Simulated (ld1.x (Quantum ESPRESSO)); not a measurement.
**Pb (Z = 82), TM: configuration errors across variants**

ld1.x (Quantum ESPRESSO) 7.5 input, shortened:

```
&input
   title='Pb', zed=82., rel=1, dft='PBE', iswitch=3,
   config='[Xe] 4f14 5d10 5f-2 6s1.5 6p2.5'
 /
 &inputp
   pseudotype=2, tm=.true., lloc=1,
   nlcc=.false.
 /
4
6S  1  0   1.50   0.00  1.90  1.90  0.0
5D  3  2  10.00   0.00  1.75  1.75  0.0
5F  4  3  -2.00   0.25  1.55  1.55  0.0
5P  2  1   6.00   0.00  1.00  1.00  0.0
 &test
   configts(1)='5p6 5d10 6s1.5 6p2.5'
 /
```

Occupied shells without a wave of their own: 6p. They enter only through the test configuration that unscreens the potential.

All-electron excitation energies from the reference (eV): (1) 5p6 5d10 6s2 6p2 -4.320; (2) 5p6 5d10 6s2 6p1 2.255; (3) 5p6 5d10 6s2 6p2.3 -5.120; (4) 5p6 5d10 6s2 6p1.5 -1.829.

Tests that are not counted but printed errors over 1 eV. “base”: 5p6 5d9 6s2 6p3 (solver errors, printed error -3769 eV); 5p6 5d10 6s2 6p0 (solver errors, printed error +10.7 eV); 1 more. “wave 5p (bound): rc 1.00 bohr becomes 5p (bound): rc 0.88 bohr”: 5p6 5d9 6s2 6p3 (solver errors, printed error -3718 eV). “wave 5p (bound): rc 1.00 bohr becomes 5p (bound): rc 0.96 bohr”: 5p6 5d9 6s2 6p3 (solver errors, printed error -3769 eV); 5p6 5d10 6s2 6p0 (solver errors, printed error -9.0 eV); 1 more. “wave 5p (bound): rc 1.00 bohr becomes 5p (bound): rc 1.14 bohr”: 5p6 5d9 6s2 6p3 (solver errors, printed error -3720 eV).

1 further variants failed, have other tests or too few solved ones, and are left out.

A true bound ghost makes a file unfit for plane-wave use even where its test errors are small: the radial tests pick states by their node count and pass the ghost by. Where a test does run into it, the solver fails or the error is huge.

Errors AE − PS in meV (a dash: test not solved or not reliable):

| change | (1) | (2) | (3) | (4) | bound ghosts |
| --- | --- | --- | --- | --- | --- |
| base | -23 | -104 | -6.5 | -60 | s |
| wave 5p (bound): rc 1.00 bohr becomes 5p (bound): rc 0.88 bohr | -34 | -141 | -14 | -79 | s |
| wave 5p (bound): rc 1.00 bohr becomes 5p (bound): rc 0.96 bohr | -23 | -104 | -6.3 | -60 | s |
| wave 5p (bound): rc 1.00 bohr becomes 5p (bound): rc 1.14 bohr | -45 | -186 | -19 | -104 | s |
| wave 5p (bound): rc 1.00 bohr becomes 5p (bound): rc 1.30 bohr | -101 | -417 | -42 | -236 | s |

**Question.** Give the same row for: wave 5p (bound): rc 1.00 bohr becomes 5p (bound): rc 1.50 bohr.

**Answer.** -211, -864, -87, -492; bound ghosts: s.
